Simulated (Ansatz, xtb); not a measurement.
## C4H3BN2O: 6 structures ranked

6 gas-phase structures of C4H3BN2O, from a drawn sample of its isomers (lower ones may exist). Each was relaxed with GFN2-xTB:

A. `Bc1coc(C#N)n1`, a singlet
B. `Bc1nc(C#N)co1`, a singlet
C. `Bc1ncoc1C#N`, a singlet
D. `Bc1cnc(C#N)o1`, a singlet
E. `Bc1ocnc1C#N`, a singlet
F. `Bc1ncc(C#N)o1`, a singlet

Problem. Estimate their order in r2SCAN-D4/def2-SVP energy at these geometries, lowest first.

Solution. Calculated order at r2SCAN-D4/def2-SVP: E (0.0), D (12.9), B (14.5), F (17.5), C (22.2), A (30.2) kJ/mol. Less than 1 kcal/mol parts D and B; B and F, so the order within those pairs means little.

Energies above the lowest of each column, in kJ/mol; the last columns are at B3LYP/def2-SVP geometries:

```
structure  GFN2-xTB  HF/STO-3G  r2SCAN-D4/def2-SVP  B3LYP/def2-SVP  CCSD(T)/def2-SVP + ΔMP2/def2-TZVPP
        E       0.0        0.0                 0.0             0.0                                 0.0
        D      10.6       11.7                12.9            11.2                                14.3
        B      11.9        3.8                14.5            13.2                                15.5
        F      11.6       14.6                17.5            16.9                                20.6
        C      16.1       18.5                22.2            20.8                                18.7
        A      25.9       18.4                30.2            26.6                                26.5
```

Every level run on E puts it lowest or level with the lowest. CCSD(T)/def2-SVP + ΔMP2/def2-TZVPP orders those it was run on as E (0.0), D (14.3), B (15.5), C (18.7), F (20.6), A (26.5) kJ/mol. Less than 1 kcal/mol parts D and B; B and C; C and F, so the order within those pairs means little. Flexible structures stand in one conformer each, not always the lowest. ΔMP2 is the change of the MP2 energy from the smaller to the larger basis.

Over these structures GFN2-xTB departs from r2SCAN-D4/def2-SVP by 1.9 kJ/mol on average once a common shift is removed. A GFN2-xTB relaxation took about 0.23 s and the r2SCAN-D4/def2-SVP energy about 5.3 s on a shared host (Ansatz 0.2.0, xtb 6.7.1).
